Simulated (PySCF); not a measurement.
Correlation energy of S²⁺ (sulfur, charge +2)

[Ne] 3s2 3p2, high-spin 3P determinant. Computed with PySCF 2.14 in def2-TZVP (5s5p2d1f, 37 functions), with the non-relativistic Hamiltonian (point nucleus). Frozen: [Ne]; 4 electrons correlated.

MP2 pair energies summed by pair of shells (mhartree):

| pair | energy | share (%) |
| --- | --- | --- |
| 3s-3p | -41.10 | 62.8 |
| 3s-3s | -17.43 | 26.6 |
| 3p-3p | -6.93 | 10.6 |

Total MP2 correlation energy: -65.46 mhartree.

Same-spin part -10.82 and opposite-spin part -54.65 mhartree; SCS-MP2 scales them by 1/3 and 6/5 to -69.18 mhartree.

```tsv
level	correlation energy (mhartree)
CCSD	-87.99
(T)	-2.10
CCSD(T)	-90.09
```

Diagnostics: T1 = 0.0085, D1 = 0.0221, largest double amplitude 0.105.

Cost of the coupled-cluster step: 0.29 s of wall time on 1 thread of Neoverse-V2 (shared host), for 4 correlated electrons.
